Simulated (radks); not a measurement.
Values are calculated unless marked as measured or tabulated.
Task: Ionisation of Hg2+, [Xe] 4f14 5d10, to Hg3+, [Xe] 4f14 5d9, under several functionals. Dirac Kohn-Sham, spin-unpolarised, spherical densities, point nucleus; open shells fill j = l - 1/2 first; a radial shooting solver on a logarithmic mesh with Libxc functionals. The NIST Atomic Spectra Database gives 34.49 eV (measured). Rank these functionals by the error of their Delta-SCF ionisation energy: exchange-only PBE; LDA (Slater exchange, Perdew-Wang correlation); PBE; OLYP; revPBE; Wu-Cohen GGA.

Result: From best to worst: revPBE 34.623 eV (+0.133); PBE 34.703 eV (+0.213); Wu-Cohen GGA 34.740 eV (+0.250); OLYP 34.771 eV (+0.281); LDA (Slater exchange, Perdew-Wang correlation) 34.988 eV (+0.498); exchange-only PBE 33.491 eV (-0.999). Spin polarisation and multiplet splitting are left out, so open shells lie too high by an amount that depends on their filling.

Beside tabulated values, note that spin-unpolarised runs miss the spin-polarisation part of the exchange energy of open shells.
